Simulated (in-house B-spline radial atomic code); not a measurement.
## RPA and G0W0 on PBE0: Te V (Te4+)

Configuration [Kr] 4d10 5s2, mean-field start PBE0. Computed with a B-spline radial code for spherical atoms: all electrons, non-relativistic, point nucleus, each spin shell either full or empty, empty states to l = 9 with an (l + 1/2)⁻⁴ tail; G0W0 by contour deformation at full frequency.

Without relativity these are model numbers: it shifts the levels of so heavy an element strongly and can reorder them.

Command:
```bash
python run_gw.py task.json out
```
Settings (radii: box in bohr, nucleus in fm):
```
Z                        52
electrons                48
configuration            [Kr] 4d10 5s2
hamiltonian              nr
method                   pbe0
lmax                     9
spin_polarised           False
box_radius               11.96
intervals                52
ion_configuration        [Kr] 4d10 5s1
```

Run time, properties included: 9.1 s on 1 thread of Arm Neoverse N1 (shared host).

Energies (hartree):

| term | value |
| --- | --- |
| mean-field total | -6610.61216 |
| Hartree-Fock functional on these orbitals | -6608.51023 |
| direct second order | -4.2113 |
| second-order exchange | 1.1531 |
| SOSEX correction | 1.0724 |

(1) What is the RPA correlation energy, and what remains with SOSEX?

Quasi-particle levels (eV):

```csv
level,occupied,mean field,Σx - vxc,Σc,QP weight,G0W0
5s,yes,-52.37,-2.06,?,?,?
4d,yes,-89.57,-8.07,0.89,0.906,-96.74
5p,no,-39.96,4.58,-1.63,0.957,-37.01
```

G0W0 = mean field + (Σx - vxc) + Σc, with Σc (partial-wave tail included) taken at the quasi-particle energy. Only the outer levels were computed. Levels of low weight are left out.

(2) Where does G0W0 put 5s?

(3) What does it cost to remove one electron (to [Kr] 4d10 5s1) by differences of total energies, each species on its own start (correlation terms add to the Hartree-Fock functional)?

Answers

(1) RPA gives -3.7084 hartree (-2.1 eV per electron); RPA + SOSEX gives -2.636, and the second-order doubles -3.0582 hartree (no singles). RPA lacks exchange-type terms and so overcorrelates at short range.

(2) At -56.83 eV, with Σc = -2.39 eV and a quasi-particle weight of 0.959. The tabulated removal energy is 59.3 ± 0.9 eV (NIST, measured); the calculation leaves out relativity, Breit and QED terms, and what these don't explain is the method's own error.

(3) PBE0 56.30 eV, Hartree-Fock functional 54.25 eV, + RPA 56.76 eV, + RPA + SOSEX 56.20 eV, + second order 57.53 eV. Tabulated: 59.3 ± 0.9 eV (NIST, measured); the calculation leaves out relativity, Breit and QED terms, and what these don't explain is the method's own error.
